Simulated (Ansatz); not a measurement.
C2H5N, SMILES `C[C]N` (lower singlet) (charge 0, multiplicity 1). This singlet lies 1.64 eV below the relaxed triplet at the level frozen-core CCSD(T)/cc-pVTZ // B3LYP-D3(BJ)/def2-TZVP (Ansatz, an electronic-structure program).

Cartesian coordinates (Å):
SMILES: C[C]N
```xyz
8

C     -1.0026    -0.0704    -0.1300
C      0.3016    -0.7804     0.0169
N      1.3129    -0.0091    -0.2685
H     -0.9358     0.9850    -0.4521
H     -1.5375    -0.1178     0.8221
H     -1.6235    -0.6202    -0.8420
H      1.2269     0.9722    -0.5609
H      2.2580    -0.3593    -0.2114
```
Charge 0, spin multiplicity 1.

Frozen-core energies in 6-31g from Ansatz at a geometry from B3LYP-D3(BJ)/def2-TZVP; the HF reference has <S^2> = 0.00 and the T1 diagnostic is 0.018.

| level | energy (Ha) | difference from CCSDT(Q) (mHa) |
|---|---|---|
| HF | -132.96674 | 317.56 |
| MP2 | -133.24081 | 43.49 |
| CCSD | -133.27493 | 9.37 |
| CCSD(T) | -133.28293 | 1.37 |
| CCSDT | -133.28366 | 0.64 |
| CCSDT(Q) | -133.28430 | 0.00 |
